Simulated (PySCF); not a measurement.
H₇Si₃, SMILES [SiH]([SiH3])[SiH3], multiplicity 2.

Geometry optimised at B3LYP-D3(BJ)/def2-SVP. The isomer is the one that the SMILES or the coordinates give; other isomers of the formula were not compared.

Two levels are set side by side: PBE/def2-TZVPD (PySCF) and PBE0/def2-TZVPD (PySCF). Same geometry, gas phase. Differences are taken from unrounded values.

| quantity | PBE |
|---|---|
| α-spin orbital gap (eV) | 4.00 |
| β-spin orbital gap (eV) | 3.22 |
| dipole moment (D) | 0.06 |
| mean polarisability (bohr³) | 102.4 |

Question: These are the PBE values. What does PBE0 give? (The exact figures need the calculation; the answer reports its results.)

Answer: 
```json
[
 {"quantity": "α-spin orbital gap (eV)", "PBE0": "5.79", "PBE minus PBE0": "-1.79"},
 {"quantity": "β-spin orbital gap (eV)", "PBE0": "5.15", "PBE minus PBE0": "-1.93"},
 {"quantity": "dipole moment (D)", "PBE0": "0.06", "PBE minus PBE0": "-0.01"},
 {"quantity": "mean polarisability (bohr³)", "PBE0": "98.4", "PBE minus PBE0": "4.0"}
]
```

Loosely held outer electrons make PBE densities more polarisable. Differences between two approximate levels are no errors against the true value.

Rough cost on one machine, each run with all the roots and properties that it gave: PBE0 against PBE within a factor of 2.
